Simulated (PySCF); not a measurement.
Isomers of C6H11F3, from PBE0-D3(BJ)/def2-SVP geometry optimisation, gas phase in PySCF 2.14.0. One conformer each, no zero-point energy, no frequencies.

Question: Which isomer lies lowest at this level?
A. `[CH3:1][CH:2]([CH3:3])[C@H:4]([CH3:5])[C:6]([F:7])([F:8])[F:9]` with C1–C2–C4–C5 -73°: A = 2373, B = 1135, C = 1078 MHz, dipole 2.18 D
B. `[CH3:1][C@@H:2]([CH2:3][F:4])[C@@H:5]([CH3:6])[CH:7]([F:8])[F:9]` with C1–C2–C3–F4 -178°, C1–C2–C5–C6 -50°, C2–C5–C7–F8 51°: A = 2126, B = 1055, C = 979.7 MHz, dipole 1.80 D
C. `[CH3:1][C:2]([CH3:3])([CH2:4][F:5])[C@H:6]([F:7])[CH2:8][F:9]` with C1–C2–C4–F5 -179°, C1–C2–C6–F7 57°, C2–C6–C8–F9 -74°: A = 1953, B = 1173, C = 1092 MHz, dipole 1.93 D

Answer: A. That is `CC(C)[C@H](C)C(F)(F)F`, 16.8 kcal/mol below the next.

```tsv
SMILES	mapped SMILES	E (Eh)	relative (kcal/mol)	relative (kJ/mol)	dipole (D)
CC(C)[C@H](C)C(F)(F)F	[CH3:1][CH:2]([CH3:3])[C@H:4]([CH3:5])[C:6]([F:7])([F:8])[F:9]	-533.87114	0.0	0.0	2.18
C[C@@H](CF)[C@@H](C)C(F)F	[CH3:1][C@@H:2]([CH2:3][F:4])[C@@H:5]([CH3:6])[CH:7]([F:8])[F:9]	-533.84434	16.8	70.4	1.80
CC(C)(CF)[C@H](F)CF	[CH3:1][C:2]([CH3:3])([CH2:4][F:5])[C@H:6]([F:7])[CH2:8][F:9]	-533.82949	26.1	109.3	1.93
```

As drawn, the lowest has two fluorines on one carbon, which the highest lacks; the highest has a quaternary carbon, which the lowest lacks.
